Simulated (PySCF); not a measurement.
# One molecule, several mistakes: BH6NOSi

Calculated results; nothing here was measured. They come from PySCF 2.14.0, an open-source quantum chemistry program, on an isolated molecule that a program drew, which may never have been made. The molecule is BH6NOSi (charge 0, singlet), drawn as the SMILES string `OBN[SiH3]`.

Each row is a Hartree-Fock (HF) and frozen-core CCSD(T) single point in the cc-pV(D+d)Z basis, meant for a local HF minimum. Run 1 is clean. Each other run has one planted mistake out of seven kinds, and not every kind appears here: one electron removed, one electron added, multiplicity raised by two, geometry at a saddle point, minimal basis STO-3G, one bond length entered in bohr, all coordinates scaled. The reference is restricted for singlets and unrestricted otherwise, and also for a bond in bohr. Adding or removing an electron swaps singlet and doublet. Electrons count all cores. HOMO and LUMO are orbital energies over both spins, the gradient is its largest component, and the lowest frequency (negative if imaginary) is given only where the gradient is small. Bond lengths are over the 9 bonds as drawn. T1 is the CCSD diagnostic: over 0.02 (restricted) or 0.045 (unrestricted) a single reference is doubtful.

Geometry of the clean run:
```xyz
10
BH6NOSi, angstrom
O     0.1305   -2.1917    2.1080
B     0.3139   -0.8929    1.7432
N    -0.7230    0.0809    1.7547
Si   -0.6092    1.7602    1.3130
H    -0.7481   -2.4135    2.3758
H     1.4194   -0.5840    1.3988
H    -1.6310   -0.2316    2.0521
H    -1.5321    2.0741    0.1971
H    -0.9842    2.6302    2.4524
H     0.7799    2.0422    0.9060
```

```
run,electrons,basis functions,<S^2>,HOMO (eV),LUMO (eV),gradient (hartree/bohr),lowest frequency (cm^-1),mean bond (Å),longest bond (Å),T1,HF (hartree),CCSD(T) (hartree),mistake
1,40,95,0.000,-11.19,4.11,1.4e-05,50,1.3457,1.740,0.0128,-446.54984,-447.15137,no fault
2,40,95,0.739,-10.90,1.66,2.3e-02,-,1.4450,1.900,0.0544,-446.41031,-447.01055,one bond length entered in bohr
3,40,30,0.000,-8.47,10.19,5.7e-02,-,1.3457,1.740,0.0151,-441.15940,-441.37761,minimal basis STO-3G
4,40,95,0.000,-11.50,4.43,1.4e-01,-,1.2151,1.571,0.0105,-446.43015,-447.01537,all coordinates scaled
5,40,95,2.012,-2.74,-1.27,7.6e-02,-,1.3457,1.740,0.0410,-446.29563,-446.88720,?
```

**Which mistake was planted in run 5, and what did it cost?**

Electrons, basis and geometry are unchanged, and <S^2> is 2.012, beside S(S+1) = 2.00 for a multiplicity of 3. So the mistake is: multiplicity raised by two. Subtracting run 1 and multiplying by 627.51 kcal/mol a hartree, the energy moved by 159.5 kcal/mol in HF and 165.8 kcal/mol in CCSD(T).

Cautions from the logs. Run 2: T1 is over the limit, so its CCSD(T) energy is less reliable.
